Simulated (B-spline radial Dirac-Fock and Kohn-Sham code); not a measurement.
# Relativistic shifts of the levels of Ta²⁺

System: Ta²⁺, [Xe] 4f14 5d3.

Both columns are ΔSCF binding energies of the configuration average from an atomic code on a B-spline grid: non-relativistic Hartree-Fock with a point nucleus, and Dirac-Fock with a finite nucleus and the Coulomb interaction alone, averaged over the two j levels with weights 2j+1.

```
shell  Hartree-Fock (eV)  Dirac-Fock (eV)  shift (eV)  shift (%)
   1s            62436.4          67767.6    +5331.24      +8.54
   2s            10341.6          11752.5    +1410.90     +13.64
   2p             9885.6          10353.7     +468.09      +4.74
   3s             2398.8           2746.5     +347.71     +14.50
   3p             2188.1           2318.5     +130.38      +5.96
   3d             1799.6           1784.2      -15.33      -0.85
   4s              512.3            597.3      +85.01     +16.59
   4p              423.9            454.1      +30.19      +7.12
   4d              263.7            260.0       -3.64      -1.38
   4f              55.03            46.97       -8.06     -14.65
   5s              86.55            99.81      +13.26     +15.32
   5p              58.96            62.22       +3.26      +5.54
   5d              23.22            22.33       -0.89      -3.83
```

Relativity binds 1s, 2s, 2p, 3s, 3p, 4s, 4p, 5s, 5p more strongly, among those listed most of all 4s in relative terms, and 3d, 4d, 4f, 5d more weakly, because the contracted s and p shells screen the nucleus better.

Values without a named source are computed, but for edge energies of neutral atoms, which are taken from tables.
